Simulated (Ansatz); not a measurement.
System: dimethoxy-bis(sulfanyl)silane, C2H8O2S2Si, charge 0, multiplicity 1. SMILES: S[Si](OC)(OC)S
Geometry from a B3LYP-D3(BJ)/def2-TZVP (Ansatz, a first-principles code) optimisation:
```
Si
O 1 1.6317
C 2 1.4252 1 124.93
H 3 1.0890 2 107.66 1 169.15
H 3 1.0923 4 109.02 2 -120.31
H 3 1.0926 4 109.16 5 -118.80
O 1 1.6317 2 113.79 3 -64.40
C 7 1.4252 1 124.93 2 -64.40
H 8 1.0890 7 107.66 1 169.15
H 8 1.0923 9 109.02 7 -120.31
H 8 1.0926 9 109.16 10 -118.80
S 1 2.1344 2 106.55 3 54.04
H 12 1.3434 1 93.98 2 -177.10
S 1 2.1344 2 107.62 3 177.78
H 14 1.3434 1 93.98 2 -54.68
```
Charge 0, spin multiplicity 1.

Quantity: vertical ionisation energy (to the doublet state of charge +1; each state is the SCF solution reached for its spin; for the doublet the Hartree-Fock reference is unstable and T1 is 0.018), in eV. Valence correlation only, unless marked. UHF or UKS for open shells. Spin-orbit coupling is left out. Non-relativistic.  The program attaches cautions to a run behind CCSD/aug-cc-pV(D+d)Z: other roots. The program attaches cautions to a run behind CCSD(T)/aug-cc-pV(D+d)Z: other roots.

```tsv
level	program	vertical ionisation energy (eV)
HF/aug-cc-pV(T+d)Z	Ansatz	8.68
r2SCAN/def2-TZVPD	Ansatz	8.98
B3LYP/def2-TZVPD	Ansatz	9.13
B2PLYP/def2-TZVPD	Ansatz	9.27
CCSD/aug-cc-pV(D+d)Z	Ansatz	9.38
CCSD(T)/aug-cc-pV(D+d)Z	Ansatz	9.33
```
